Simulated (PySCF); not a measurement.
A calculated (BP86, PySCF 2.14, aug-cc-pVDZ, no relativity, point nucleus) atom or ion has these occupied shells.

```json
{"shell": "1s α", "electrons": "1", "orbital energy (eV)": "-4380.5", "rms radius, mean of both spins (bohr)": "0.0852"}
{"shell": "1s β", "electrons": "1", "orbital energy (eV)": "-4380.5", "rms radius, mean of both spins (bohr)": "0.0852"}
{"shell": "2s α", "electrons": "1", "orbital energy (eV)": "-477.33", "rms radius, mean of both spins (bohr)": "0.376"}
{"shell": "2s β", "electrons": "1", "orbital energy (eV)": "-477.09", "rms radius, mean of both spins (bohr)": "0.376"}
{"shell": "2p α", "electrons": "3", "orbital energy (eV)": "-395.49", "rms radius, mean of both spins (bohr)": "0.343"}
{"shell": "2p β", "electrons": "3", "orbital energy (eV)": "-395.30", "rms radius, mean of both spins (bohr)": "0.343"}
{"shell": "3s α", "electrons": "1", "orbital energy (eV)": "-61.938", "rms radius, mean of both spins (bohr)": "1.16"}
{"shell": "3s β", "electrons": "1", "orbital energy (eV)": "-61.121", "rms radius, mean of both spins (bohr)": "1.16"}
{"shell": "3p α", "electrons": "3", "orbital energy (eV)": "-41.103", "rms radius, mean of both spins (bohr)": "1.27"}
{"shell": "3p β", "electrons": "3", "orbital energy (eV)": "-40.244", "rms radius, mean of both spins (bohr)": "1.27"}
{"shell": "3d α", "electrons": "1", "orbital energy (eV)": "-10.974", "rms radius, mean of both spins (bohr)": "1.92"}
{"shell": "4s α", "electrons": "1", "orbital energy (eV)": "-10.299", "rms radius, mean of both spins (bohr)": "3.54"}
```

Name the element and its charge.

Sc⁺ (scandium, charge +1), in [Ar] 3d1 4s1, high-spin 3D determinant.
